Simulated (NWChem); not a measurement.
Species: H3O2 cation; SMILES O[OH2+]

```xyz
5

O     -0.0015     0.8042    -0.1187
O      0.0011    -0.6410     0.0836
H      0.0126     1.1080     0.8299
H      0.8090    -0.9757    -0.4033
H     -0.8194    -0.9755    -0.3819
```
Atoms are numbered in this order, from 1.

All runs: NWChem. Pople sets run with spherical d functions. Structure relaxed at the PBE-D3(BJ)/def2-SVP level. B3LYP is NWChem's, with the RPA form of VWN correlation. Atomic charges in e: unrestrained fits to the electrostatic potential beside Mulliken populations; buried atoms are poorly determined by the fit.

For level B3LYP/def2-SVP:

```
Property     Value
-----------  -----
Mulliken O1  -0.03
Mulliken O2   0.10
```

Q: What are these values for level Hartree-Fock/6-31G*?

A: The Mulliken O1 is -0.28. The Mulliken O2 is -0.51.
